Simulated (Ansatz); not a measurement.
Ansatz (a quantum-chemistry and plane-wave program) job for FGe, SMILES [F][Ge] (connectivity only; charge and spin as stated), neutral, multiplicity 2, CAM-B3LYP/def2-TZVPD. Geometry optimised at PBE-D3(BJ)/def2-TZVPD.

Ansatz 0.2 input:
```yaml
crystal:
  periodic: [false, false, false]
  atoms:
    - {symbol: Ge, position_ang: [0.00000000, 0.00000000, -0.39146098]}
    - {symbol: F, position_ang: [0.00000000, 0.00000000, 1.39186126]}
basis:
  gaussian:
    orbitals: def2-TZVPD
hamiltonian:
  xc: {name: CAM-B3LYP}
magnetization: {spin_polarized: true, initial_magnetization: 1}
```

Output:

```
WARN ansatz: RAYON_NUM_THREADS=1 ignored (pool sized by the plan → 1); use --threads N
Functional definition: CAM-B3LYP
integrals: 0.03 GiB planned
611 factors; their error is unknown
integrals: 0.06 GiB planned
148 factors; integrals over basis functions are off by at most 1.5e-4 eV
mean field: 0.41 GiB planned
mean field evaluation 1: about -59236.1864 eV, gradient 2.8e1 eV
mean field evaluation 2: about -59229.4065 eV, gradient 5.7e1 eV
mean field evaluation 4: about -59238.6129 eV, gradient 1.5e0 eV
mean field evaluation 8: about -59238.6177 eV, gradient 7.2e-2 eV
mean field evaluation 16: about -59238.7996 eV, gradient 7.4e-5 eV
mean field -59238.79964881 eV, -2176.9857335930 hartree, gradient 7.4e-5 eV, S^2 0.753684; 0 other end points of the search recorded, 0 dependent functions left out
reference -59238.79974215 eV, -2176.9857370234 hartree; 21, 20 occupied and 73, 74 virtual orbitals, 611 factors
Total energy: -59238.79974215 eV, -2176.9857370234 hartree
```

Self-consistency was reached.
